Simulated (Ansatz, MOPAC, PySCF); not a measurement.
Species: CH6BOSi, net charge 0, doublet state. SMILES: [B]([SiH2]C)O
Coordinates optimised at B3LYP-D3(BJ)/def2-TZVP (Ansatz, a first-principles code):
```xyz
10

C      1.7896     0.6191     0.1180
Si     0.5260    -0.7606    -0.1269
B     -1.4200    -0.2459    -0.0516
O     -1.9601     0.9597     0.1515
H      1.6749     1.3898    -0.6461
H      1.6634     1.0916     1.0937
H      2.8078     0.2282     0.0578
H      0.7209    -1.8091     0.9088
H      0.7366    -1.4047    -1.4500
H     -2.9250     0.9907     0.1504
```
Charge 0, spin multiplicity 2.

Unscaled harmonic wavenumbers (cm⁻¹) in rising order, each level at the stationary point that it reaches from this structure (no distance between atoms moves by over 0.3 Å); the order of modes can differ between levels, and a negative number is imaginary. B3LYP-D3(BJ)/def2-TZVP (PySCF, at the structure above): 84, 101, 162, 333, 395, 525, 543, 671, 673, 733, 893, 899, 935, 995, 1284, 1377, 1461, 1463, 2196, 2198, 3030, 3101, 3107, 3765.

AM1 (MOPAC): 68, 88, 99, 269, 305, 455, 465, 591, 638, 670, 794, 844, 857, 1058, 1369, 1391, 1392, 1586, 2230, 2237, 3065, 3069, 3170, 3445. Zero-point energy 43.1 against 44.2 kcal/mol; where all levels lie over 400 cm⁻¹, the wavenumbers are on average 0.966 times those of B3LYP-D3(BJ)/def2-TZVP.

HF/3-21G (Ansatz): 56, 103, 143, 344, 430, 550, 596, 707, 737, 812, 993, 1000, 1011, 1087, 1440, 1467, 1633, 1633, 2223, 2236, 3189, 3261, 3265, 3880. Zero-point energy 46.9 against 44.2 kcal/mol; where all levels lie over 400 cm⁻¹, the wavenumbers are on average 1.076 times those of B3LYP-D3(BJ)/def2-TZVP.

HF/6-31G* (Ansatz): 67, 114, 160, 359, 438, 575, 585, 711, 725, 803, 976, 993, 1030, 1125, 1434, 1450, 1606, 1606, 2331, 2341, 3194, 3264, 3267, 4083. Zero-point energy 47.5 against 44.2 kcal/mol; where all levels lie over 400 cm⁻¹, the wavenumbers are on average 1.083 times those of B3LYP-D3(BJ)/def2-TZVP.

B3LYP/6-31G* (Ansatz): 83, 102, 158, 333, 391, 524, 552, 665, 687, 742, 909, 915, 934, 1018, 1320, 1385, 1494, 1496, 2210, 2211, 3047, 3121, 3129, 3703. Zero-point energy 44.5 against 44.2 kcal/mol; where all levels lie over 400 cm⁻¹, the wavenumbers are on average 1.010 times those of B3LYP-D3(BJ)/def2-TZVP.
